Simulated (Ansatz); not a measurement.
`[CH3][AlH][N]=C=O` + silanol → `[CH3][AlH][O][SiH3]` + `N=C=O` at 500 K and 1 bar (ligand exchange at the Al–N bond).

Isolated molecules relaxed with PBE0-D4/def2-TZVP in Ansatz; ΔE leaves out vibrations. CBS: MP2 limit from def2 TZ/QZ plus the TZ coupled-cluster correction, frozen cores. This one scheme is used for every species. Each species was taken in one conformer, which may not be the lowest.

```csv
species,CCSD(T)/CBS energy (Eh),H − E (kJ/mol),S (J/(mol·K))
`[CH3][AlH][N]=C=O`,-450.45557,191.6,426.5
`O[SiH3]`,-366.69042,127.5,292.9
`[CH3][AlH][O][SiH3]`,-648.63113,239.5,464.4
`N=C=O`,-168.51995,77.7,264.2
```

H − E and S are ideal-gas, rigid-rotor, harmonic terms from PBE0-D4/def2-TZVP, for one conformer and one mirror image of each species. 1 Eh = 2625.50 kJ/mol, R = 8.31446 J/(mol·K).

Task: By hand: ΔE, ΔH, ΔS and ΔG.

Result: ΔE = (-648.63113) + (-168.51995) − (-450.45557) − (-366.69042) = -0.00509 Eh = -13.4 kJ/mol. Δ(H − E) = 239.5 + 77.7 − 191.6 − 127.5 = -1.9, so ΔH = -15.3 kJ/mol. ΔS = 464.4 + 264.2 − 426.5 − 292.9 = 9.2 J/(mol·K). ΔG = -15.3 − 500 × (9.2)/1000 = -19.9 kJ/mol.

Task: By hand: the equilibrium constant, and the temperature at which ΔG would vanish if ΔH and ΔS stayed fixed.

Result: log₁₀ K = −ΔG/(RT ln 10) = 2.1. ΔH and −TΔS have one sign here, so there is no such temperature.

The number of gas molecules stays the same, so ΔS is small and ΔH decides. A doubt of 5 kJ/mol in ΔE shifts log₁₀ K by 0.5 here. Other conformers and mirror images would add mixing entropy, several J/(mol·K) or more a flexible species. Modes under 60 cm⁻¹, often nearly free rotors, make the harmonic entropy too high. These are equilibria of isolated gas molecules and say nothing of rates. Largest T1 diagnostic: 0.018 (customary marks: 0.02 for closed shells, 0.045 for open ones).

ΔS is within the doubt of such terms, so its sign, and with it that verdict, could turn.
